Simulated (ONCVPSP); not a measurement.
## nitrogen: excitation energies, all-electron against ONCV

ONCVPSP 4.0.1 input, shortened (lines: element, Z, core and valence counts, functional; n l f; lmax; l rc ep ncon nbas qcut; lloc lpopt rc5 dvloc0; l nproj debl; icmod fcfact rcfact), PBEsol, scalar-relativistic:

```
  N 7.00    1    2  -116133      upf
    1    0    2.00
    2    0    2.00
    2    1    3.00
    2
    0    0.70    0.00    5    9    8.00
    1    1.90    0.00    5   10    5.70
    2    1.75    0.19    5   10    4.70
    0    5    0.70    0.00
    0    0    1.70
    1    2    0.90
    2    3    1.20
    3    2.50    1.15
```

Energies are relative to the spin-unpolarised reference configuration 2s2 2p3; without spin polarisation the order of configurations can differ from experiment.

```
valence configuration  charge  ΔE all-electron (eV)  error AE − PS (meV)
              2s2 2p2      +1                13.521                  +57
              2s1 2p3      +1                25.235                  -52
```

(1) What are ΔE and the potential's error for 2s2 2p1?

(2) What are ΔE and the potential's error for 2s2 2p0?

Note: ghosts flagged at negative energy: d at -797.6 eV; GHOST(+) flags only above 600 eV. A true bound ghost makes a file unfit for plane-wave use.

Results:

(1) ΔE = 42.258 eV all-electron; the error (AE − PS) is +457 meV.

(2) ΔE = 89.143 eV all-electron; the error (AE − PS) is +1739 meV.
